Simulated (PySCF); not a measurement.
**Excitation energy of O by level of theory**

O [He] 2s2 2p4 (3P) → O [He] 2s1 2p5 (3P), as a difference of total energies. Computed with PySCF 2.14 in dyall-v3z with one added diffuse shell each of s, p, d type (15s9p3d1f, 64 functions), with scalar relativity by spin-free X2C-1e. Correlated levels: valence: 1s2 frozen; virtual orbitals above 40 to 60 times the deepest correlated orbital energy dropped. The calculations carry no spin-orbit coupling.

```csv
method,excitation energy (eV)
UHF,16.895
MP2 (valence),16.070
SCS-MP2 (valence),16.009
CCSD (valence),15.644
CCSD(T) (valence),15.311
```

**Question.** How much does correlation contribute at CCSD(T) (valence)?

**Answer.** 15.311 − (16.895) = -1.584 eV, measured against UHF.

The upper state lies above the first ionisation limit, where it may autoionise and the basis confines it.

The coupled-cluster amplitudes are large for the upper state (T1 above 0.03 or a double amplitude above 0.15), so a single reference is strained.
